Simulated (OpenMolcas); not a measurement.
# What dynamic correlation does to the levels of Fe3+

```
Program             : OpenMolcas 26.06
Basis               : ANO-RCC-VTZP [6s5p3d2f1g]
Scalar Hamiltonian  : DKH2, point nucleus
Active space        : 5 electrons in 10 orbitals (3d 4d)
State averaging     : 2S+1 = 6 even, 1 root; 2S+1 = 4 even, 24 roots; 2S+1 = 2 even, 53 roots
Spin-orbit coupling : state interaction with AMFI integrals over the reference wave functions, term energies averaged over their components
```

Methods on the same reference wave functions:
A. CASSCF
B. SS-CASPT2, IPEA 0.25 Eh, imaginary shift 0.1 Eh (closed shells correlated: 3s 3p)
C. MS-CASPT2, IPEA 0.25 Eh, imaginary shift 0.1 Eh (closed shells correlated: 3s 3p)
D. XMS-CASPT2, IPEA 0.25 Eh, imaginary shift 0.1 Eh (closed shells correlated: 3s 3p)

Energies in eV above 3d⁵ ⁶S_5/2, the measured ground level; measured values from Corliss and Sugar, J. Phys. Chem. Ref. Data 11, 135 (1982).

```json
{"Level": "3d⁵ ⁶S_5/2", "A": "0.0000", "B": "0.0000", "C": "0.0000", "D": "0.0000", "Measured": "0.0000"}
{"Level": "3d⁵ ⁴G_5/2", "A": "4.4515", "B": "4.156", "C": "4.156", "D": "4.155", "Measured": ""}
{"Level": "3d⁵ ⁴G_7/2", "A": "4.4566", "B": "4.162", "C": "4.161", "D": "4.161", "Measured": ""}
{"Level": "3d⁵ ⁴G_9/2", "A": "4.4607", "B": "4.166", "C": "4.166", "D": "4.165", "Measured": ""}
{"Level": "3d⁵ ⁴G_11/2", "A": "4.4623", "B": "4.168", "C": "4.168", "D": "4.167", "Measured": "3.9979"}
{"Level": "3d⁵ ⁴P_5/2", "A": "5.0939", "B": "4.600", "C": "4.600", "D": "4.597", "Measured": "4.3709"}
{"Level": "3d⁵ ⁴P_3/2", "A": "5.1007", "B": "4.607", "C": "4.607", "D": "4.605", "Measured": "4.3808"}
{"Level": "3d⁵ ⁴P_1/2", "A": "5.1095", "B": "4.617", "C": "4.617", "D": "4.615", "Measured": "4.3899"}
{"Level": "3d⁵ ⁴D_7/2", "A": "5.5391", "B": "4.991", "C": "4.991", "D": "4.984", "Measured": "4.8080"}
{"Level": "3d⁵ ⁴D_1/2", "A": "5.5436", "B": "4.996", "C": "4.996", "D": "4.989", "Measured": "4.8226"}
{"Level": "3d⁵ ⁴D_3/2", "A": "5.5534", "B": "5.008", "C": "5.008", "D": "5.000", "Measured": ""}
{"Level": "3d⁵ ⁴D_5/2", "A": "5.5576", "B": "5.012", "C": "5.012", "D": "5.005", "Measured": ""}
{"Level": "3d⁵ ²I_11/2", "A": "6.3627", "B": "6.087", "C": "6.087", "D": "6.090", "Measured": ""}
{"Level": "3d⁵ ²I_13/2", "A": "6.3735", "B": "6.099", "C": "6.099", "D": "6.102", "Measured": ""}
{"Level": "3d⁵ ²D_5/2 [66 %]", "A": "7.1325", "B": "6.464", "C": "6.464", "D": "6.464", "Measured": "6.1424"}
{"Level": "3d⁵ ²D_3/2", "A": "7.2063", "B": "6.525", "C": "6.525", "D": "6.521", "Measured": "6.2056"}
{"Level": "3d⁵ ²F_7/2(1)", "A": "7.3440", "B": "6.717", "C": "6.703", "D": "6.715", "Measured": "6.3721"}
{"Level": "3d⁵ ⁴F_5/2 [70 %]", "A": "7.3895", "B": "6.766", "C": "6.761", "D": "6.759", "Measured": ""}
{"Level": "3d⁵ ⁴F_9/2", "A": "7.3982", "B": "6.777", "C": "6.777", "D": "6.770", "Measured": "6.5241"}
{"Level": "3d⁵ ⁴F_7/2", "A": "7.3998", "B": "6.778", "C": "6.780", "D": "6.775", "Measured": "6.5334"}
{"Level": "3d⁵ ⁴F_3/2", "A": "7.4223", "B": "6.795", "C": "6.795", "D": "6.788", "Measured": ""}
{"Level": "3d⁵ ²H_9/2", "A": "7.7705", "B": "7.270", "C": "7.270", "D": "7.271", "Measured": "6.9503"}
{"Level": "3d⁵ ²H_11/2", "A": "7.8020", "B": "7.324", "C": "7.324", "D": "7.325", "Measured": "6.9888"}
{"Level": "3d⁵ ²G_7/2", "A": "8.0760", "B": "7.407", "C": "7.406", "D": "7.408", "Measured": "7.1177"}
```

Deviations, from unrounded energies. A percentage is the sum of absolute deviations over the sum of measured energies, with the sign that they share, or ± where signs differ.

```json
{"Against measurement": "mean absolute deviation (cm-1)", "Levels": "14", "A": "6600", "B": "2100", "C": "2100", "D": "2100"}
{"Against measurement": "other terms of the ground configuration (%)", "Levels": "14", "A": "+14.3", "B": "+4.6", "C": "+4.6", "D": "+4.5"}
```

B, C, D lie about equally close to measurement and A furthest from it. The largest miss of D in the table is 3d⁵ ²F_7/2(1), by +2800 cm-1. The ranking rests on the paired levels alone, and a cruder setting can come out closer through cancelling errors.

Among B to D the level of the table that moves most is 3d⁵ ²F_7/2(1), by 110 cm-1 (lowest in C, highest in B). Moves below CASPT2's spread within the term are not significant.

The mean deviations of B to D differ by less than CASPT2's widest spread within a term (780 cm-1), so their order carries little weight.

From A to B the spin-free energies of the other terms of 3d⁵ shown, above ⁶S, scale by factors of 0.90 to 0.96, as is usual when dynamic correlation screens the repulsion within a d or f shell.

The lowest spin-free term lies below A's lowest term by 0.333 hartree in B, 0.333 hartree in C, 0.333 hartree in D.

CASPT2 breaks the degeneracy within a term, and the mean is taken; among the terms shown or strongly mixed into the levels shown the widest spread is 780 cm-1 (3d⁵ ⁴F, D). Active for correlation alone: 4d; no level in the range computed is led by a configuration that fills it, so any true level of that kind is missing. Without dynamic correlation excited terms often stand tens of per cent too high (terms of higher spin than the ground term too low), and those without a measured partner can miss by more than the paired ones (holds for A). Some levels mix across a computed gap that differs much from the measured one, so their mixing is not that of the real levels (holds for C; D). The CASPT2 spread within a term exceeds the gap to the next term for 3d⁵ ²F(1) and 3d⁵ ⁴F, so the order of their levels is uncertain, and so are names and mixing where such terms share a J (holds for D). Measured partners are found by configuration, term and J. A level has none where our copy of the source lacks it or the pairing is in doubt (some pairs that miss far off the trend of their configuration count as doubtful), and it then counts in no deviation. Only configurations of the active space appear. Levels that lie high or do not pair safely by name in every column are left out.

A share in square brackets marks a mixed level and gives the weight of the term that names it, the lowest over the columns. A number in round brackets counts repeated terms of one configuration in the order of the reference energies.
